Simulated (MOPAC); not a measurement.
MOPAC input (MNDO):

```
MNDO 1SCF CHARGE=-1 GEO-OK AUX(PRECISION=9) THREADS=1
H4PSi

Si   -0.97543268 1    0.10959893 1    0.19520595 1
P     1.13449721 1   -0.18862683 1   -0.28607200 1
H    -1.82183741 1   -0.82343493 1   -0.62787256 1
H    -1.62420637 1    1.45445963 1   -0.06147326 1
H    -1.47167320 1   -0.15189419 1    1.60261794 1
H     1.55631634 1    0.81588701 1    0.64492459 1
```

Output:

```
 *******************************************************************************
 **                                                                           **
 **                              MOPAC v23.2.5                                **
 **                                                                           **
 *******************************************************************************
 ** MOPAC's Digital Object Identifier: https://doi.org/10.5281/zenodo.6511958 **
 **                                                                           **
 ** Please cite the open-source release paper for use of this MOPAC version:  **
 ** J. E. Moussa and J. J. P. Stewart (2026)                                  **
 ** MOPAC: An open-source semiempirical molecular orbital program             **
 ** J. Open Source Softw., 11(119), 8025, https://doi.org/10.21105/joss.08025 **
 *******************************************************************************

                              MNDO CALCULATION RESULTS

 *******************************************************************************
 *  MNDO       - The MNDO Hamiltonian to be used
 *  GEO-OK     - OVERRIDE INTERATOMIC DISTANCE AND OTHER SAFETY CHECKS
 *
 *
 *
 *                 CHARGE ON SYSTEM = -1
 *
 *
 *
 *  1SCF       - DO 1 SCF AND THEN STOP
 *  AUX        - OUTPUT AUXILIARY INFORMATION
 *******************************************************************************
MNDO 1SCF CHARGE=-1 GEO-OK AUX(PRECISION=9) THREADS=1
 H4PSi

   ATOM   CHEMICAL          X               Y               Z
  NUMBER   SYMBOL      (ANGSTROMS)     (ANGSTROMS)     (ANGSTROMS)

     1      Si         -0.97543268  *   0.10959893  *   0.19520595  *
     2       P          1.13449721  *  -0.18862683  *  -0.28607200  *
     3       H         -1.82183741  *  -0.82343493  *  -0.62787256  *
     4       H         -1.62420637  *   1.45445963  *  -0.06147326  *
     5       H         -1.47167320  *  -0.15189419  *   1.60261794  *
     6       H          1.55631634  *   0.81588701  *   0.64492459  *

          CARTESIAN COORDINATES

    NO.       ATOM           X           Y           Z

     1        Si         -0.9754      0.1096      0.1952
     2         P          1.1345     -0.1886     -0.2861
     3         H         -1.8218     -0.8234     -0.6279
     4         H         -1.6242      1.4545     -0.0615
     5         H         -1.4717     -0.1519      1.6026
     6         H          1.5563      0.8159      0.6449

  H: (MNDO): M.J.S. DEWAR, W. THIEL, J. AM. CHEM. SOC., 99, 4899, (1977)
 Si: (MNDO): M.J.S.DEWAR, ET. AL. ORGANOMETALLICS  5, 375 (1986)
  P: (MNDO): M.J.S.DEWAR, M.L.MCKEE, H.S. RZEPA,J. AM. CHEM. SOC., 100 3607 1978

           Empirical Formula: H4 Si P  =     6 atoms

      MOLECULAR POINT GROUP   :   Cs

      RHF CALCULATION, NO. OF DOUBLY OCCUPIED LEVELS = 7

 -------------------------------------------------------------------------------
 MNDO 1SCF CHARGE=-1 GEO-OK AUX(PRECISION=9) THREADS=1
 H4PSi

     1SCF WAS SPECIFIED, SO BFGS WAS NOT USED
     SCF FIELD WAS ACHIEVED

                              MNDO CALCULATION
                                                       MOPAC v23.2.5 Linux

          FINAL HEAT OF FORMATION =          3.18187 KCAL/MOL =      13.31293 KJ/MOL

          COSMO AREA              =        103.24 SQUARE ANGSTROMS
          COSMO VOLUME            =         90.88 CUBIC ANGSTROMS

          IONIZATION POTENTIAL    =          2.478961 EV
          HOMO LUMO ENERGIES (EV) =         -2.479  6.286
          NO. OF FILLED LEVELS    =          7
          MOLECULAR WEIGHT        =         63.0909         POINT GROUP:  Cs

          MOLECULAR DIMENSIONS (Angstroms)

            Atom       Atom       Distance
            H     6    H     3     3.96476
            P     2    H     5     2.79349
            P     2    H     4     2.10904

          SCF CALCULATIONS        =          1

   ATOM   CHEMICAL          X               Y               Z
  NUMBER   SYMBOL      (ANGSTROMS)     (ANGSTROMS)     (ANGSTROMS)

     1      Si         -0.97543268  *   0.10959893  *   0.19520595  *
     2       P          1.13449721  *  -0.18862683  *  -0.28607200  *
     3       H         -1.82183741  *  -0.82343493  *  -0.62787256  *
     4       H         -1.62420637  *   1.45445963  *  -0.06147326  *
     5       H         -1.47167320  *  -0.15189419  *   1.60261794  *
     6       H          1.55631634  *   0.81588701  *   0.64492459  *

                             CARTESIAN COORDINATES

   1   Si       -0.975432680     0.109598930     0.195205950
   2    P        1.134497210    -0.188626830    -0.286072000
   3    H       -1.821837410    -0.823434930    -0.627872560
   4    H       -1.624206370     1.454459630    -0.061473260
   5    H       -1.471673200    -0.151894190     1.602617940
   6    H        1.556316340     0.815887010     0.644924590

           Empirical Formula: H4 Si P  =     6 atoms

      MOLECULAR POINT GROUP   :   Cs

                  EIGENVALUES
 -16.15012 -10.99552  -7.14931  -7.01722  -6.00222  -3.95703  -2.47896   6.28553
   6.48594   6.72279   7.18610   8.04536

              NET ATOMIC CHARGES AND DIPOLE CONTRIBUTIONS

  ATOM NO.   TYPE          CHARGE      No. of ELECS.   s-Pop       p-Pop
    1         Si           1.439923        2.5601     1.11458     1.44550
    2          P          -1.067464        6.0675     1.86563     4.20183
    3          H          -0.424533        1.4245     1.42453
    4          H          -0.443783        1.4438     1.44378
    5          H          -0.443783        1.4438     1.44378
    6          H          -0.060360        1.0604     1.06036
 DIPOLE           X         Y         Z       TOTAL
 POINT-CHG.    -2.369     0.280     0.487     2.434
 HYBRID        -1.042     1.177     1.232     1.997
 SUM           -3.411     1.457     1.719     4.088

          ATOMIC ORBITAL ELECTRON POPULATIONS

     Atom    s        px        py        pz
    1 Si   1.11458   0.58875   0.42753   0.42922
    2  P   1.86563   1.17141   1.49282   1.53760
    3  H   1.42453
    4  H   1.44378
    5  H   1.44378
    6  H   1.06036

 **********************
 *                    *
 * JOB ENDED NORMALLY *
 *                    *
 **********************

 == MOPAC DONE ==
```

The dipole moment of an ion depends on the origin.
